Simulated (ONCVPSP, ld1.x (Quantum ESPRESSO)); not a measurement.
Hardness and transferability of assorted potentials

Generated with ld1.x 7.5 (TM, RRKJ, ultrasoft, PAW), atompaw 4.2 or ONCVPSP 4.0.1. The cutoff is in Ry: for ld1.x and atompaw files where the sum of valence levels is converged to 10 mRy in a Bessel basis, for ONCV files where the hardest occupied wave has 1 mHa per electron of residual kinetic energy. The error is the largest all-electron minus pseudo excitation energy over each file’s own four to seven test configurations (ionisations up to +4, promotions, holes and added fractions of an electron), all of which were solved. The labels leave out finer settings (local radius, basis sizes, second energies), which also bear on the numbers. Spin-polarised tests are not counted. The rows are a selection from randomly drawn settings: files with unsolved tests, undetermined cutoffs or missed reference levels are left out.

A true bound ghost makes a file unfit for plane-wave use even where its test errors are small: the radial tests pick states by their node count and pass the ghost by.

```tsv
element	potential	cutoff (Ry)	largest error (meV)	bound ghosts
Cd	ONCV, LDA (Perdew-Wang 92), scalar-relativistic, rc 1.60/1.35/1.85/1.70 (spdf), local smoothed, core correction yes, reference 4s2 4p6 4d10 5s1, qcut 9.6/12.9/9.4/6.7, projectors 2/2/2/1	98	+9.2	none
Ho	ONCV, PBE, scalar-relativistic, rc 1.20/2.25/3.05/2.70 (spdf), local smoothed, core correction yes, reference 5s2 5p6 5d1, qcut 5/10.3/4.7/4.5, projectors 3/2/2/1	136	-35	s
Er	ONCV, PBE, scalar-relativistic, rc 2.10/1.65/3.00/2.30 (spdf), local smoothed, core correction yes, reference 5s2 5p6 5d1.5 6s1.5, qcut 6.1/4.4/4.3/5, projectors 3/1/3/2	84	+41	none
Ir	ONCV, BLYP, scalar-relativistic, rc 2.35/2.55/2.35 (spd), local d, core correction yes, reference 5d7 6s2, qcut 2.7/2.7/5.7, projectors 2/2/0	28	-378	s
Bi	RRKJ, PBEsol, scalar-relativistic, rc 1.95/2.05 (sp), local s, core correction yes, reference 6s1.5 6p3.5	25	-743	none
```

Question: Fill in the row for Re: TM semilocal, PW91, scalar-relativistic, rc 1.45/1.25/2.25 (spd), local s, core correction yes, reference 5s2 5p6 5d4 6s0 6p0.

Answer: cutoff 110 Ry, largest error +2133 meV, bound ghosts: none.

Question: Fill in the row for Xe: TM, PBEsol, fully relativistic, rc 1.70/1.80/0.95 (spd), local s, core correction yes, reference 4d10 5s2 5p6.

Answer: cutoff 140 Ry, largest error -523 meV, bound ghosts: none.
